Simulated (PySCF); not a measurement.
F₂Si, charge -1, doublet, at a GFN2-xTB geometry (a state made from the parent by changing its charge; the spin is typed, not shown lowest) (in this run its highest filled SCF level lies above zero, so its values depend strongly on the basis, on diffuse functions most of all); M062X/cc-pVDZ (PySCF).

PySCF was given this input:
```python
from pyscf import gto, scf, dft

mol = gto.M(
    atom='''
Si   -0.042136   -0.020125    0.716169
F     1.184357   -0.749976   -0.510782
F    -1.118812    0.781282   -0.603259
''',
    basis='cc-pvdz',
    charge=-1,
    spin=1,
    verbose=4,
)

mf = dft.UKS(mol)
mf.xc = 'm062x'
mf.grids.level = 7
mf.kernel()
```

It wrote (shortened):

```
PySCF version 2.14.0

[INPUT] verbose = 4
[INPUT] num. atoms = 3
[INPUT] num. electrons = 33
[INPUT] charge = -1
[INPUT] spin (= nelec alpha-beta = 2S) = 1
[INPUT] symmetry False subgroup None
[INPUT] Mole.unit = angstrom
[INPUT] Symbol           X                Y                Z      unit          X                Y                Z       unit  Magmom
[INPUT]  1 Si    -0.042136000000  -0.020125000000   0.716169000000 AA   -0.079625499985  -0.038030738257   1.353363268904 Bohr   0.0
[INPUT]  2 F      1.184357000000  -0.749976000000  -0.510782000000 AA    2.238110363712  -1.417249239997  -0.965238089358 Bohr   0.0
[INPUT]  3 F     -1.118812000000   0.781282000000  -0.603259000000 AA   -2.114248264877   1.476409006052  -1.139994292179 Bohr   0.0

nuclear repulsion = 86.34166158098
number of shells = 15
number of NR pGTOs = 93
number of NR cGTOs = 46
basis = cc-pvdz
ecp = {}

******** <class 'pyscf.dft.uks.UKS'> ********
method = UKS
initial guess = minao
damping factor = 0
level_shift factor = 0
DIIS = <class 'pyscf.scf.diis.CDIIS'>
diis_start_cycle = 1
diis_space = 8
diis_damp = 0
SCF conv_tol = 1e-09
SCF conv_tol_grad = None
SCF max_cycles = 50
direct_scf = True
direct_scf_tol = 1e-13
number electrons alpha = 17  beta = 16
XC library pyscf.dft.libxc version 7.1.2
    S. Lehtola, C. Steigemann, M. J. T. Oliveira, and M. A. L. Marques,  SoftwareX 7, 1–5 (2018)
XC functionals = m062x
    Y. Zhao and D. G. Truhlar,  Theor. Chem. Acc. 120, 215 (2008)
    Y. Zhao and D. G. Truhlar,  Theor. Chem. Acc. 120, 215 (2008)
radial grids:
    Treutler-Ahlrichs [JCP 102, 346 (1995); DOI:10.1063/1.469408] (M4) radial grids

becke partition: Becke, JCP 88, 2547 (1988); DOI:10.1063/1.454033
pruning grids: <function nwchem_prune>
grids dens level: 7
symmetrized grids: False
atomic radii adjust function: <function treutler_atomic_radii_adjust>
small_rho_cutoff = 0
Set gradient conv threshold to 3.16228e-05
tot grids = 264928
init E= -488.778040906405

cycle= 1 E= -489.01860124185  delta_E= -0.241  |g|= 0.601  |ddm|= 0.991
cycle= 2 E= -488.920394407  delta_E= 0.0982  |g|= 0.837  |ddm|= 0.826
cycle= 3 E= -489.155091740922  delta_E= -0.235  |g|= 0.023  |ddm|= 0.46
cycle= 4 E= -489.155657369214  delta_E= -0.000566  |g|= 0.00686  |ddm|= 0.0427
cycle= 5 E= -489.155722382997  delta_E= -6.5e-05  |g|= 0.00196  |ddm|= 0.0164
cycle= 6 E= -489.155728933577  delta_E= -6.55e-06  |g|= 0.000604  |ddm|= 0.00413
cycle= 7 E= -489.155729801613  delta_E= -8.68e-07  |g|= 0.000157  |ddm|= 0.00163
cycle= 8 E= -489.155729864417  delta_E= -6.28e-08  |g|= 3.68e-05  |ddm|= 0.000472
cycle= 9 E= -489.155729866987  delta_E= -2.57e-09  |g|= 1.55e-05  |ddm|= 0.000103
cycle= 10 E= -489.155729867084  delta_E= -9.7e-11  |g|= 6.77e-06  |ddm|= 1.39e-05
Extra cycle  E= -489.155729867084  delta_E= 5.68e-13  |g|= 7.89e-06  |ddm|= 8.28e-06
converged SCF energy = -489.155729867084  <S^2> = 0.75354957  2S+1 = 2.0035464
```
